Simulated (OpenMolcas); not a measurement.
## Rh III: effect of the active space

- Program: OpenMolcas
- Method: CASSCF or its RAS form
- Basis: ANO-RCC-VQZP
- Scalar Hamiltonian: DKH2, point nucleus
- Spin-orbit coupling: RASSI with atomic mean-field integrals over the reference wave functions, term energies averaged over their components

A. 7 electrons in 5 orbitals (4d); 2S+1 = 4 even, 10 roots; 2S+1 = 2 even, 40 roots; cost of the order of 12 core-seconds
B. 7 electrons in 6 orbitals (4d 5s); 2S+1 = 4 even, 60 roots; 2S+1 = 6 even, 5 roots kept (CI in the orbitals of an earlier block); 2S+1 = 2 even, 110 roots kept (CI in the orbitals of an earlier block); cost about 90 core-seconds
C. 13 electrons in 8 orbitals (RAS1 4p, at most 2 holes; RAS2 4d); 2S+1 = 4 even, 10 roots; 2S+1 = 2 even, 40 roots; cost about 28 core-seconds
D. 7 electrons in 10 orbitals (4d 5d); 2S+1 = 4 even, 10 roots; 2S+1 = 2 even, 40 roots; cost about 110 core-seconds

Energies in cm-1 above 4d7 4F 9/2, the measured ground level; measured values from the list in Shadmi, J. Res. Natl. Bur. Stand. 70A, 435 (1966).

```csv
Level,A,B,C,D,Measured
4d7 4F 9/2,0.0,0.0,0.0,0.0,0.0
4d7 4F 7/2,2100,2207,2112,2073,2148
4d7 4F 5/2,3482,3651,3472,3424,3486
4d7 4F 3/2,4372,4576,4339,4288,4322
4d7 4P 5/2,14967,14862,13754,14513,11062
4d7 4P 3/2,15029,14990,13680,14564,10997
4d7 2G 9/2,15510,15884,15438,15271,
4d7 4P 1/2,16419,16423,15170,15931,
4d7 2G 7/2,17612,18051,17456,17370,
4d7 2P 3/2 [50 %],20368,20657,18562,19981,
4d7 2H 11/2,20560,21296,21328,20187,
4d7 2D 5/2(1),22486,22712,20302,22067,
4d7 2P 1/2,22507,23048,20709,22211,
4d7 2H 9/2,22631,23452,23325,22249,
4d7 2D 3/2(1) [69 %],26010,26416,24072,25675,
4d7 2F 5/2,34187,34618,33030,33459,
4d7 2F 7/2,35189,35650,34062,34507,
4d7 2D 3/2(2),53305,54358,49188,51910,
4d7 2D 5/2(2),54320,55313,50463,53102,
```

Deviations, from unrounded energies. A percentage is the sum of absolute deviations over the sum of measured energies, with the sign that they share, or ± where signs differ.

| Against measurement | Levels | A | B | C | D |
| --- | --- | --- | --- | --- | --- |
| mean absolute deviation (cm-1) | 5 | 1600 | 1700 | 1100 | 1400 |
| fine structure of the ground term (%) | 3 | ±1.0 | +4.8 | ±0.7 | -1.7 |
| other terms of the ground configuration (%) | 2 | +36.0 | +35.3 | +24.4 | +31.8 |

C lies closest to measurement on these levels and B furthest from it. The largest miss of C in the table is 4d7 4P 5/2, by +2700 cm-1. The ranking rests on the paired levels alone, and a cruder setting can come out closer through cancelling errors.

Among A to D the level of the table that moves most is 4d7 2D 3/2(2), by 5200 cm-1 (lowest in C, highest in B).

Without dynamic correlation excited terms often stand tens of per cent too high (terms of higher spin than the ground term too low), and those without a measured partner can miss by more than the paired ones. Levels of configurations with an s electron are missing; early in the row they begin among the upper levels of the d shell and mix with terms of their name (holds for A). Terms from blocks run as CI alone lack orbitals of their own (holds for B). Active for correlation alone: 4p; no level in the range computed is led by a configuration that opens it, so any true level of that kind is missing (holds for C). Active for correlation alone: 5d; no level in the range computed is led by a configuration that fills it, so any true level of that kind is missing (holds for D). Computed and measured levels are paired by configuration, term and J; levels that our copy of the source lacks, or whose pairing is in doubt (as where it misses far off the trend of its configuration), stay unpaired and out of the deviations. Levels of configurations outside the active space are missing. The table leaves out levels that lie high or whose names do not pair safely across all columns.

A share in square brackets marks a mixed level and gives the weight of the term that names it, the lowest over the columns. A number in round brackets counts repeated terms of one configuration in the order of the reference energies.
